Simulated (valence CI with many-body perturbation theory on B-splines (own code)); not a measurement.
The numbers below are computed, except where a source is named.
## Run record, Se XXIX

Level of theory: relativistic CI+MBPT: four valence electrons over a frozen Dirac-Fock core [He], a basis of 11 s, 11 p, 10 d, 8 f, 5 g, 2 h functions for each j, with the one-electron correlation potential Σ1 (screened to all orders), the two-electron term Σ2, the three-electron term Σ3, Breit, model QED; selected single and double excitations, second order for the rest, scaled by the run's own slope (own B-spline code, finite nucleus).

Command, and the settings that its task file holds:

```sh
python run_cv.py task.json out
```

```
atom Se  Z=34  mass_number=80  rms_radius_fm=4.1400
core [He]
valence 2s2 2p2
avg = 1
basis = M
breit = 1
cap = 32000
capref = 2000
cscale = 1
de = 0.0
dress = 0
eps = 2e-08
extrap = 1
h = 0.27
hh = 1
l2 = 3
lcore = 6
maxit = 60
n2 = 5
natural = 1
nlev = 150
nno = [5, 5, 5, 4, 2, 1]
nroot = 36
nsp = [6, 6, 5, 4, 3, 1]
pt2 = 1
qed = 1
rpa = 1
s1 = 1
s2 = 1
s3 = 1
screen = 1
tol = 2e-05
whole = 1
```

**Question.** Roughly how long does this run take on one core of Arm Neoverse V2, and how much memory?

**Answer.** 2.1 min on 1 thread of Arm Neoverse V2 (shared host), peak memory 1 GiB.

Log. The first blocks belong to the next ion, which gives the ionisation energy. Fields: 2J, parity (1 odd), roots, reference size, generating configurations, candidates as configurations/state functions, variational space P, stored matrix elements, Davidson steps; e2 is the range of second-order energies in hartree. The first line gives the box (bohr), its intervals, the orbitals and the steps of their self-consistent field. Window is the range of levels sought, series limit the energy at which the first omitted orbital would enter, core excitation an estimate of the first excitation out of the core, left out the lowest levels not solved, and shifts from estimates the range by which levels moved from their first estimate, all in cm⁻¹.

```
rmax 5.1 intervals 60 orbitals 83 references ['2s2 2p2', '2s 2p3', '2p4'] scf 3 t 0.4
2J=1 par=1 roots 2 ref 40 generators 2 cand 2163/3158 P 2195/3198 nnz 2e+06 it 5
2J=1 par=1 roots 2 ref 40 generators 3 cand 616/868 P 2811/4066 nnz 2.9e+06 it 5
   second order: generators 9 cand 5856/8908 e2 -0.00002 -0.00001
reference levels 1204, estimated 758, window 16597980 1/cm; series limit 23464530, core excitation 92039347
2J=0 par=0 roots 18 ref 55 generators 17 cand 1797/2846 P 4273/6396 nnz 2.7e+06 it 7
2J=0 par=0 roots 18 ref 55 generators 29 cand 12948/22319 P 17221/28715 nnz 3.6e+07 it 7
   second order: generators 70 cand 53148/94869 e2 -0.00007 -0.00001
2J=2 par=0 roots 33 ref 129 generators 20 cand 609/2040 P 2372/7206 nnz 4.7e+06 it 8
2J=2 par=0 roots 33 ref 129 generators 23 cand 6580/24790 P 8952/31996 nnz 5.6e+07 it 9
   second order: generators 64 cand 71176/301755 e2 -0.00244 -0.00087
2J=4 par=0 roots 36 ref 156 generators 21 cand 493/2070 P 2128/7248 nnz 5.4e+06 it 9
2J=4 par=0 roots 36 ref 156 generators 33 cand 5386/24747 P 7514/31995 nnz 6.1e+07 it 10
   second order: generators 86 cand 87874/493204 e2 -0.00411 -0.00151
2J=4 par=1 roots 31 ref 155 generators 22 cand 549/2057 P 2150/7219 nnz 5.1e+06 it 7
2J=4 par=1 roots 31 ref 155 generators 26 cand 5372/24760 P 7522/31979 nnz 6e+07 it 9
   second order: generators 68 cand 75962/436771 e2 -0.00571 -0.00092
2J=2 par=1 roots 32 ref 136 generators 23 cand 583/2034 P 2447/7208 nnz 4.7e+06 it 9
2J=2 par=1 roots 32 ref 136 generators 28 cand 6650/24743 P 9097/31951 nnz 5.6e+07 it 9
   second order: generators 77 cand 70165/295222 e2 -0.00345 -0.00067
2J=6 par=1 roots 18 ref 122 generators 15 cand 571/2034 P 2182/7189 nnz 5.3e+06 it 7
2J=6 par=1 roots 18 ref 122 generators 18 cand 5251/24667 P 7433/31856 nnz 6.3e+07 it 8
   second order: generators 56 cand 79332/544552 e2 -0.00414 -0.00126
2J=0 par=1 roots 14 ref 52 generators 13 cand 1845/3082 P 4184/6432 nnz 2.7e+06 it 8
2J=0 par=1 roots 14 ref 52 generators 15 cand 12748/21919 P 16932/28351 nnz 3.6e+07 it 9
   second order: generators 41 cand 34228/59738 e2 -0.00004 -0.00001
2J=6 par=0 roots 21 ref 128 generators 12 cand 501/2049 P 2095/7185 nnz 5.3e+06 it 10
2J=6 par=0 roots 21 ref 128 generators 16 cand 5185/25078 P 7280/32263 nnz 6.4e+07 it 9
   second order: generators 51 cand 71759/489050 e2 -0.00316 -0.00125
2J=8 par=1 roots 8 ref 74 generators 7 cand 579/1842 P 2178/6449 nnz 4.3e+06 it 7
2J=8 par=1 roots 8 ref 74 generators 10 cand 6091/28447 P 8269/34896 nnz 8.1e+07 it 9
   second order: generators 31 cand 58269/426400 e2 -0.00138 -0.00052
2J=8 par=0 roots 9 ref 86 generators 7 cand 677/2083 P 2380/7201 nnz 5.1e+06 it 7
2J=8 par=0 roots 9 ref 86 generators 9 cand 5750/28529 P 8130/35730 nnz 7.4e+07 it 9
   second order: generators 33 cand 61665/467464 e2 -0.00312 -0.00054
2J=10 par=0 roots 3 ref 47 generators 5 cand 1562/4962 P 2589/7628 nnz 5.2e+06 it 4
2J=10 par=0 roots 3 ref 47 generators 6 cand 7024/35619 P 9613/43247 nnz 1.1e+08 it 6
   second order: generators 12 cand 26190/200045 e2 -0.00019 -0.00009
2J=10 par=1 roots 2 ref 32 generators 3 cand 1500/5395 P 2503/7931 nnz 5.5e+06 it 5
2J=10 par=1 roots 2 ref 32 generators 5 cand 5422/28646 P 7925/36577 nnz 9.5e+07 it 5
   second order: generators 13 cand 37010/257260 e2 -0.00038 -0.00017
left out: unestimated 21371557, estimated 17471169, shifts from estimates -81 to 228
operators 0.2
```

The Davidson iterations converged.

No measured spectrum was set against this ion. As an estimate, large intervals hold to a few tenths of a per cent, small ones and those within an open d or f shell to about a per cent. Among the levels kept, up to 1200 cm⁻¹ of a level comes from second order outside the variational space, and about a tenth of that is noise between levels of different J, which matters for small intervals.

| Property | Result |
| --- | --- |
| Valence energy | -499.7537 hartree |
| Ionisation energy | 3150.9 eV (NIST: 3146 ± 3 eV (semi-empirical)) |
| Reference configurations for the orbitals | 2s2 2p2, 2s 2p3, 2p4 |
| Radial orbitals | 83 |
| Box radius | 5.149 bohr |
| Largest variational space | 43247 |
| Lowest levels | (2s^2 2p1/2^2) J=0 0, (2s^2 2p1/2 2p3/2) J=1 298610, (2s^2 2p1/2 2p3/2) J=2 373860, (2s^2 2p3/2^2) J=2 729240, (2s^2 2p3/2^2) J=0 908560, (2s 2p1/2^2 2p3/2) J=2 996980, (2s 2p1/2^2 2p3/2) J=1 1342800, (2s 2p1/2 2p3/2^2) J=2 [a] 1413500, (2s 2p1/2 2p3/2^2) J=3 1519800, (2s 2p1/2 2p3/2^2) J=0 1677900, (2s 2p1/2 2p3/2^2) J=1 [a] 1714500, (2s 2p1/2 2p3/2^2) J=2 [b] 1770900, (2s 2p1/2 2p3/2^2) J=1 [b] 1873600, (2s 2p3/2^3) J=2 2069400 cm⁻¹ |

Levels are named by their leading jj configuration (3d3/2^4 stands for four electrons in 3d with j = 3/2), which in mixed levels can hold well under half, so a name can repeat and another be missing. Letters in brackets count levels of one name in rising energy.
